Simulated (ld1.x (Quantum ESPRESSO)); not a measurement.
# Before and after: TM potential for Ca

calcium (Ca), norm-conserving Troullier–Martins (Kleinman–Bylander form), made with ld1.x (Quantum ESPRESSO) 7.5 (LDA (PZ), scalar-relativistic). Core [Ar], reference 3d0 4s1.5 4p0.5. Waves: 4s (bound): rc 3.20 bohr; 3d (bound, empty): rc 2.85 bohr; 4p (bound): rc 3.95 bohr. Local part: the p channel. Core correction: none.

All-electron outer shells of the reference configuration (LDA (PZ), scalar-relativistic, ld1.x):

```json
{"shell": "3s", "level (eV)": "-47.52", "outermost node (bohr)": "0.45", "outermost maximum (bohr)": "0.99"}
{"shell": "3p", "level (eV)": "-28.67", "outermost node (bohr)": "0.42", "outermost maximum (bohr)": "1.04"}
{"shell": "4s", "level (eV)": "-4.22", "outermost node (bohr)": "1.43", "outermost maximum (bohr)": "3.29"}
{"shell": "3d", "level (eV)": "-2.70", "outermost node (bohr)": "–", "outermost maximum (bohr)": "1.27"}
{"shell": "4p", "level (eV)": "-1.73", "outermost node (bohr)": "1.62", "outermost maximum (bohr)": "4.34"}
```

Change: local potential the d channel.

Cutoffs: the cutoffs (Ry, on a coarse ladder) from which the occupation-weighted sum of valence levels, in a spherical-Bessel basis at the reference potential, stays within 10 and 1 mRy of its value at 400 Ry; they do not see the model core or the augmentation charge, which bear on the density cutoff. Errors are all-electron minus pseudo energies relative to the spin-unpolarised reference configuration.

Predict the effect on cutoff, ghosts and configuration errors.

Both files are so soft that the ladder of cutoffs tells neither apart; a bound ghost appears in p, s, which as a rule spoils a file; the number of tests with a reliable result goes from 9 to 8; of the 8 tests that both files solve, the error grows in 0 and shrinks in 2 by more than 15 % and 0.3 meV (median size 19.5 → 15.9 meV). In the separable form a ghost depends on how the local part lies against the semilocal potential of the channel, so the choice of the local part can create or remove one.

```csv
quantity,base,changed
"cutoff, loose",6 Ry,6 Ry
"cutoff, tight",10 Ry,10 Ry
bound ghosts,none,"s, p"
tests with a reliable result,9 of 9,8 of 9
"error for 3d0 4s2 4p0, meV [ΔE -1.23 eV]",+3.4,+3.0
"error for 3d0 4s1 4p0, meV [ΔE 5.23 eV]",+24,+16
"error for 3d0 4s1.5 4p0, meV [ΔE 1.34 eV]",+1.7,+0.5
"error for 3d0 4s1 4p1, meV [ΔE 1.26 eV]",+3.9,+3.5
"error for 3d1 4s1 4p0, meV [ΔE 1.01 eV]",+642,+641
"error for 3d1 4s0 4p0, meV [ΔE 6.57 eV]",+971,+977
"error for 3d0 4s1.5 4p0.5 (spin-polarised), meV [ΔE -0.11 eV]",+15,+15
"error for 3d0 4s1 4p0 (spin-polarised), meV [ΔE 5.03 eV]",+106,+98
s: phases at 4.31 bohr within 0.05 rad from the reference energy up to (Ry; the scan ends near 5),0.2,0.9
p: phases at 4.31 bohr within 0.05 rad from the reference energy up to (Ry; the scan ends near 5),1.1,1.6
d: phases at 4.31 bohr within 0.05 rad from the reference energy up to (Ry; the scan ends near 5),0.1,0.3
```

Base: The cutoffs count occupied waves only; the empty 3d level needs 25 Ry at the loose tolerance. Changed file: The cutoffs count occupied waves only; the empty 3d level needs 25 Ry at the loose tolerance. A true bound ghost makes a file unfit for plane-wave use even where its test errors are small: the radial tests pick states by their node count and pass the ghost by.
